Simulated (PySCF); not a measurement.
**How methods differ on the ionisation energy of Ni⁺**

Ni⁺ [Ar] 3d9 (2D) → Ni²⁺ [Ar] 3d8 (3F), as a difference of total energies. All numbers are calculated (PySCF 2.14, no relativity, point nucleus, in aug-cc-pVTZ (8s7p5d3f2g, 93 functions)). Correlated levels: valence: [Ar] frozen. The calculations carry no spin-orbit coupling.

Task: Order these methods by the ionisation energy they give, lowest first.
A. SCS-MP2 (valence)
B. CCSD (valence)
C. MP2 (valence)
D. CCSD(T) (valence)

Result: B (17.699 eV), D (17.915 eV), A (18.179 eV), C (18.478 eV).

These non-relativistic numbers lack the scalar-relativistic shift.

The reference lies between the lowest fine-structure levels, while these numbers refer to the centres of the terms.

Errors of the correlated levels include the incompleteness of this basis and the frozen core.

For comparison: 18.169 eV (measured; NIST Atomic Spectra Database, ionization energies).
